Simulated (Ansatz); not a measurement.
Born–Oppenheimer molecular dynamics of a periodic cell of 28 atoms, H5CF (contents 4 HF + 4 CH4, density as packed 0.47 g/cm³ with natural masses). It starts from a partly relaxed structure (largest force component 0.28 eV/Å).

Level of theory: Ansatz 0.2.0, DFT PBE-D3(BJ), scalar-relativistic, plane waves, PAW. Settings: accuracy low, cutoff 420 eV, k mesh 1x1x1, fermi-dirac smearing 0.05 eV, no spin polarisation.

```yaml
ensemble: NVT, Langevin thermostat
time_step: 0.5 fs
steps_asked: 300
set_temperature: 1500 K
friction: 0.02 /fs
masses: H 2.014 u
seed: 656837
```

Frames 10 fs apart, positions in Å, forces in eV/Å.

Velocities at 30.0 fs (Å/ps):

```
F 0.66 -7.75 -1.91
H 27.16 -4.04 18.96
F -12.35 1.38 5.83
H -15.01 -9.87 8.59
F 2.15 1.85 5.68
H 23.90 -10.55 -20.51
F 7.78 -0.75 -2.70
H 22.14 -1.20 -22.59
C -11.81 -0.49 1.74
H 22.15 -18.76 22.64
H 10.55 13.33 11.88
H -5.92 1.01 -25.94
H 11.25 0.81 -3.40
C -4.18 -1.27 -5.96
H -7.40 -17.60 -46.33
H 6.30 25.63 23.00
H -18.49 12.58 3.03
H 46.34 -10.51 -33.59
C -7.98 -5.60 -1.24
H -2.71 -28.80 -1.67
H -18.45 5.78 16.53
H -44.87 -52.99 -12.58
H 11.03 33.78 -8.14
C 7.01 1.64 4.99
H -50.28 28.68 -34.24
H 44.00 -27.01 17.81
H 26.95 -24.02 24.60
H -62.19 4.43 -12.48
```

```xyz
28
Lattice="7.9602 0.0000 0.0000 0.0000 7.9602 0.0000 0.0000 0.0000 7.9602" Properties=species:S:1:pos:R:3:forces:R:3 time_fs=30.0 energy_less_start_eV=1.853 T=1175
F 8.130 0.450 0.479 0.05 0.48 0.12
H 7.957 1.358 0.658 0.09 -0.51 -0.08
F 4.663 4.752 5.614 0.65 0.73 -0.68
H 5.209 5.375 5.120 -0.50 -0.56 0.60
F 6.864 6.519 4.676 -0.34 -0.34 0.30
H 7.490 6.034 5.194 0.28 0.20 -0.32
F 1.395 5.560 5.070 -0.56 0.97 -0.41
H 1.921 4.810 5.283 0.06 -0.13 0.15
C 1.882 3.364 6.769 -1.86 2.10 -4.52
H 2.002 4.219 7.314 0.79 1.80 2.51
H 2.361 2.492 6.914 1.68 -2.99 1.30
H 2.342 3.724 5.766 -0.14 -1.32 1.03
H 0.811 3.290 6.554 -0.05 -0.48 0.07
C 4.181 1.401 2.868 2.09 0.40 1.09
H 4.902 1.429 2.065 0.61 0.37 -0.43
H 4.546 0.520 3.453 -0.34 0.91 0.31
H 3.325 1.073 2.365 -2.02 0.00 -0.42
H 4.196 2.428 3.376 -0.41 -1.59 -0.41
C 5.264 1.066 7.148 1.72 -0.98 -1.43
H 5.992 0.302 6.805 -0.58 -0.38 0.41
H 4.284 0.668 7.329 -0.57 -0.02 -0.11
H 5.421 1.765 6.347 -0.91 0.81 -0.58
H 5.730 1.493 7.988 0.25 0.62 1.54
C 4.952 6.047 1.514 -0.02 -0.21 -1.37
H 3.949 5.626 1.366 -0.18 0.07 0.48
H 4.889 7.151 1.252 0.43 -1.19 0.97
H 5.491 5.562 0.674 0.15 0.29 0.17
H 5.430 5.648 2.437 -0.38 0.94 -0.29
28
Lattice="7.9602 0.0000 0.0000 0.0000 7.9602 0.0000 0.0000 0.0000 7.9602" Properties=species:S:1:pos:R:3:forces:R:3 time_fs=40.0 energy_less_start_eV=2.175 T=1289
F 8.181 0.355 0.459 0.08 0.02 0.06
H 8.135 1.195 0.862 -0.01 -0.05 -0.03
F 4.530 4.731 5.658 0.97 1.06 -0.86
H 5.154 5.339 5.219 -0.85 -0.88 0.76
F 6.915 6.529 4.743 -0.18 -0.33 0.09
H 7.705 6.027 4.886 0.07 0.17 -0.01
F 1.475 5.577 5.019 0.53 0.01 -0.19
H 2.204 5.001 5.270 -0.69 0.64 -0.03
C 1.823 3.386 6.713 -0.12 -1.38 2.50
H 2.197 4.110 7.519 -1.39 0.03 -1.28
H 2.450 2.525 7.162 -1.34 0.33 -1.20
H 2.231 3.599 5.754 0.78 -0.14 -0.82
H 0.676 3.167 6.521 2.23 0.49 1.06
C 4.226 1.381 2.757 -0.67 0.42 0.94
H 4.755 1.267 1.826 0.73 -0.82 -0.04
H 4.546 0.851 3.703 -0.34 -0.41 -1.46
H 3.144 1.250 2.462 0.84 0.23 0.83
H 4.487 2.396 3.059 -0.66 0.67 -0.12
C 5.222 0.964 7.150 -1.22 3.66 -1.60
H 5.879 0.184 6.946 1.32 -1.50 -0.07
H 4.257 0.630 7.473 -0.49 -0.51 0.84
H 4.899 1.410 6.091 1.09 -0.33 2.00
H 5.659 1.774 7.860 -0.71 -1.26 -1.33
C 4.941 5.976 1.463 3.31 1.15 3.44
H 3.907 5.970 1.225 -0.79 -0.15 -1.00
H 5.415 7.049 1.486 -1.13 -1.72 -0.37
H 5.731 5.325 0.961 -1.52 0.43 0.31
H 4.950 5.734 2.649 0.14 0.17 -2.40
28
Lattice="7.9602 0.0000 0.0000 0.0000 7.9602 0.0000 0.0000 0.0000 7.9602" Properties=species:S:1:pos:R:3:forces:R:3 time_fs=50.0 energy_less_start_eV=2.416 T=1182
F 8.275 0.265 0.490 -0.12 -1.50 -1.10
H 8.341 0.975 1.042 0.14 1.48 1.12
F 4.383 4.772 5.669 0.40 0.42 -0.26
H 5.117 5.308 5.388 -0.31 -0.21 0.14
F 6.937 6.536 4.798 -0.59 0.00 0.01
H 7.675 6.130 4.397 0.40 -0.11 0.12
F 1.520 5.573 4.950 1.30 -0.20 0.24
H 2.366 5.241 5.301 -1.22 0.51 -0.48
C 1.773 3.392 6.731 5.63 -1.63 3.15
H 2.175 4.165 7.608 -1.17 -1.70 -2.53
H 2.159 2.288 7.123 -0.83 2.50 -0.79
H 2.258 3.467 5.740 -0.01 0.24 0.53
H 0.776 3.295 6.623 -3.58 0.17 -0.15
C 4.275 1.500 2.683 -3.11 -1.38 0.57
H 4.748 1.006 1.786 -0.60 0.57 1.08
H 4.356 0.929 3.654 0.44 0.31 -1.05
H 3.065 1.583 2.606 2.53 -0.34 -0.41
H 4.563 2.510 2.862 0.69 0.93 -0.03
C 5.146 0.917 7.043 -2.37 0.28 1.80
H 5.845 0.031 7.077 -0.35 1.29 -0.44
H 4.240 0.612 7.793 1.96 0.74 -1.50
H 4.599 1.157 6.106 0.64 -0.70 0.06
H 5.504 1.952 7.379 0.13 -1.59 -0.10
C 5.005 5.900 1.521 -3.38 0.79 -2.28
H 4.084 6.144 0.807 1.88 -0.42 1.32
H 5.551 6.754 1.707 1.53 2.22 -0.27
H 5.592 5.144 1.110 0.97 -1.49 -0.58
H 4.625 5.723 2.473 -0.98 -1.17 1.81
28
Lattice="7.9602 0.0000 0.0000 0.0000 7.9602 0.0000 0.0000 0.0000 7.9602" Properties=species:S:1:pos:R:3:forces:R:3 time_fs=60.0 energy_less_start_eV=3.230 T=1036
F 8.372 0.195 0.599 -0.24 -0.63 -0.54
H 8.598 0.827 1.224 0.24 0.63 0.56
F 4.244 4.855 5.665 -1.63 -0.84 0.20
H 5.038 5.282 5.575 1.72 1.02 -0.28
F 6.896 6.565 4.836 -1.98 0.55 1.52
H 7.527 6.353 4.234 1.80 -0.65 -1.39
F 1.540 5.614 4.912 0.36 0.12 0.06
H 2.333 5.394 5.383 -0.22 0.15 -0.32
C 1.739 3.308 6.772 -4.37 3.98 -4.27
H 1.945 4.144 7.270 1.75 2.90 3.29
H 2.000 2.421 7.019 1.73 -5.85 2.47
H 2.190 3.538 5.824 -0.01 -0.38 -0.96
H 0.624 3.505 6.681 0.84 -1.01 -0.32
C 4.158 1.637 2.648 8.60 0.09 -1.24
H 4.681 0.872 1.989 -0.94 1.19 -0.71
H 4.451 1.033 3.431 -0.28 -0.57 3.12
H 3.227 1.783 2.461 -6.04 0.83 -1.10
H 4.840 2.586 2.622 -1.39 -1.49 0.10
C 5.011 0.896 7.003 1.77 -2.16 1.51
H 5.813 0.151 7.072 0.34 0.06 -0.40
H 4.585 0.785 7.964 -1.81 -0.40 0.60
H 4.532 0.783 6.098 -1.79 -0.32 -1.63
H 5.435 1.820 7.092 1.50 2.81 -0.26
C 5.009 5.791 1.574 -0.55 -0.41 -1.62
H 4.408 6.177 0.683 0.32 -0.55 1.00
H 5.697 6.675 1.782 -0.54 -1.50 0.41
H 5.476 4.827 1.192 0.25 1.32 0.31
H 4.301 5.381 2.343 0.56 1.09 -0.12
28
Lattice="7.9602 0.0000 0.0000 0.0000 7.9602 0.0000 0.0000 0.0000 7.9602" Properties=species:S:1:pos:R:3:forces:R:3 time_fs=70.0 energy_less_start_eV=3.330 T=1074
F 8.415 0.106 0.701 1.59 1.71 2.02
H 8.938 0.675 1.344 -1.58 -1.71 -1.99
F 4.168 4.865 5.703 -3.96 -2.35 -0.11
H 4.896 5.338 5.721 4.14 2.66 0.01
F 6.846 6.625 4.946 0.04 -0.09 -0.47
H 7.415 6.485 4.204 -0.16 -0.01 0.57
F 1.550 5.607 4.884 0.83 0.42 0.16
H 2.422 5.716 5.267 -0.75 -0.25 -0.40
C 1.624 3.300 6.757 -0.34 1.91 0.98
H 1.847 4.224 7.495 -0.58 -2.00 -1.04
H 2.018 2.312 7.274 -1.01 1.82 -1.29
H 2.232 3.674 5.863 -0.86 -1.36 0.93
H 0.445 3.409 6.503 2.69 -0.76 0.62
C 4.188 1.661 2.623 -1.16 0.32 0.37
H 4.436 0.995 1.795 0.11 -0.92 0.60
H 4.428 1.291 3.726 -1.10 0.34 -2.35
H 3.028 1.959 2.296 2.92 -0.20 1.51
H 4.961 2.432 2.442 -0.86 0.53 0.13
C 5.036 0.858 6.995 1.69 -0.07 -2.81
H 5.998 0.181 6.981 -1.73 0.86 -0.23
H 4.677 0.768 8.029 -0.24 0.50 -0.49
H 4.222 0.439 6.148 2.11 1.22 2.28
H 5.530 1.951 6.661 -1.79 -2.58 1.04
C 4.995 5.589 1.486 1.75 -0.44 3.77
H 4.508 5.967 0.677 -0.70 1.46 -2.84
H 5.779 6.267 2.022 -1.69 -0.74 -0.97
H 5.502 4.657 1.313 0.34 -0.53 -0.64
H 4.145 5.298 2.122 0.30 0.27 0.63
28
Lattice="7.9602 0.0000 0.0000 0.0000 7.9602 0.0000 0.0000 0.0000 7.9602" Properties=species:S:1:pos:R:3:forces:R:3 time_fs=80.0 energy_less_start_eV=2.878 T=1498
F 8.427 -0.033 0.762 2.09 1.67 1.39
H 9.126 0.533 1.205 -2.07 -1.63 -1.37
F 4.082 4.853 5.793 1.30 1.16 -0.13
H 4.859 5.433 5.795 -1.01 -0.89 -0.04
F 6.779 6.699 5.122 0.57 -0.31 -1.40
H 7.286 6.562 4.309 -0.64 0.12 1.42
F 1.531 5.610 4.787 -2.18 -0.34 -0.30
H 2.395 5.863 4.784 2.12 0.37 0.20
C 1.546 3.330 6.758 1.17 -1.43 3.01
H 1.495 4.090 7.578 0.34 -0.03 -1.19
H 1.864 2.386 7.286 0.37 0.55 -0.15
H 2.148 3.390 5.889 0.76 0.85 -0.62
H 0.605 2.996 6.507 -2.71 -0.14 -0.91
C 4.272 1.757 2.554 -4.44 0.10 -0.55
H 4.163 0.875 1.934 0.45 -0.05 -0.28
H 4.065 1.528 3.547 1.06 -0.85 2.36
H 3.257 2.307 2.521 0.90 -0.33 -1.00
H 4.959 2.496 2.337 1.93 1.09 -0.38
C 5.155 0.773 6.884 -0.30 1.34 2.09
H 5.949 0.111 6.905 1.41 -1.77 -0.28
H 4.786 0.853 7.907 0.87 0.76 0.78
H 4.223 0.442 6.593 -1.83 -1.10 -2.30
H 5.488 1.710 6.491 -0.17 0.80 -0.33
C 4.935 5.372 1.423 -2.09 0.52 -4.00
H 4.561 5.916 0.327 1.16 -1.04 3.12
H 5.629 5.944 1.957 1.81 1.04 0.22
H 5.313 4.388 1.049 -0.47 0.50 0.91
H 4.072 5.442 2.091 -0.41 -0.96 -0.26
28
Lattice="7.9602 0.0000 0.0000 0.0000 7.9602 0.0000 0.0000 0.0000 7.9602" Properties=species:S:1:pos:R:3:forces:R:3 time_fs=90.0 energy_less_start_eV=3.213 T=1778
F 8.419 -0.210 0.831 0.02 -0.01 0.07
H 9.223 0.218 1.038 -0.02 0.03 -0.05
F 3.949 4.957 5.852 2.08 0.94 -0.16
H 4.862 5.325 5.847 -1.82 -0.67 0.00
F 6.690 6.795 5.279 0.40 -0.70 -1.09
H 7.181 6.463 4.531 -0.23 0.28 0.78
F 1.553 5.621 4.688 -3.98 -0.70 -0.33
H 2.405 5.826 4.697 3.85 0.71 0.29
C 1.490 3.193 6.753 -0.97 1.19 -3.23
H 1.321 3.988 7.451 0.32 1.08 -0.11
H 1.907 2.434 7.251 1.14 -3.50 2.45
H 2.223 3.237 5.903 -0.55 1.19 0.67
H 0.541 2.897 6.284 0.00 -0.12 0.31
C 4.212 1.918 2.519 3.07 -2.10 1.44
H 4.083 0.763 2.176 -0.08 3.04 -0.66
H 4.269 1.545 3.618 0.30 1.52 -1.08
H 3.510 2.730 2.452 -1.21 -0.37 -0.39
H 5.245 2.510 2.185 -2.16 -2.23 0.86
C 5.172 0.638 6.850 0.87 -2.01 2.71
H 5.953 -0.268 6.976 -1.24 2.47 -0.58
H 5.149 1.090 7.913 -0.67 -0.95 -1.25
H 4.234 0.105 6.524 0.51 1.03 0.38
H 5.460 1.516 6.287 0.34 -0.29 -0.95
C 4.760 5.291 1.299 0.99 -1.25 1.38
H 4.777 5.955 0.481 -1.03 0.14 -2.03
H 5.671 5.831 1.717 -1.01 -1.06 1.08
H 4.997 4.185 1.113 -0.02 1.70 -0.34
H 3.775 5.266 1.846 1.10 0.66 -0.15
28
Lattice="7.9602 0.0000 0.0000 0.0000 7.9602 0.0000 0.0000 0.0000 7.9602" Properties=species:S:1:pos:R:3:forces:R:3 time_fs=100.0 energy_less_start_eV=3.115 T=1676
F 8.380 -0.370 0.899 -0.33 -0.09 0.02
H 9.281 -0.151 0.890 0.32 0.06 -0.01
F 3.876 5.070 5.856 1.89 0.34 -0.02
H 4.841 5.224 5.893 -1.72 -0.09 -0.07
F 6.612 6.853 5.403 -0.62 -0.08 0.21
H 7.171 6.418 4.826 1.10 -0.60 -0.84
F 1.610 5.647 4.603 0.89 0.54 0.12
H 2.506 5.914 4.842 -1.07 -0.59 -0.14
C 1.402 2.957 6.722 -0.48 2.57 0.05
H 1.187 4.035 7.281 0.30 -2.78 -0.68
H 1.875 2.140 7.456 -1.58 1.55 -1.69
H 2.198 3.352 6.031 -0.40 -0.86 0.39
H 0.431 2.827 6.013 2.13 -0.56 1.97
C 4.278 1.994 2.543 -0.52 2.54 -0.87
H 3.766 1.215 2.014 -0.12 -1.69 0.80
H 4.675 1.980 3.624 -1.86 -0.13 -1.23
H 3.532 2.849 2.061 2.09 -1.17 2.11
H 5.231 2.067 2.031 0.34 0.34 -0.69
C 5.170 0.465 6.876 -1.14 0.94 -1.83
H 6.015 -0.255 7.023 -0.87 0.94 0.09
H 5.025 1.152 7.776 0.09 -0.79 -1.21
H 4.191 -0.090 6.591 1.31 0.57 0.95
H 5.299 1.087 5.835 0.21 -1.11 2.60
C 4.670 5.340 1.170 -0.04 -0.23 0.96
H 4.571 5.963 0.289 0.37 0.17 -0.02
H 5.519 5.487 1.858 -0.25 0.81 -0.25
H 4.766 4.305 0.973 0.34 -1.31 -1.19
H 3.728 5.286 1.707 -0.37 0.70 0.48
```

Of the whole run (150 fs, mean temperature of the second half 1470 K): A run of 0.15 ps of so small a system gives no equilibrium averages. Limits of this set-up: coarse k mesh, low accuracy level.

Run time: 11 min on 1 thread of Arm Neoverse V1 (shared host), peak memory 0.47 GiB.
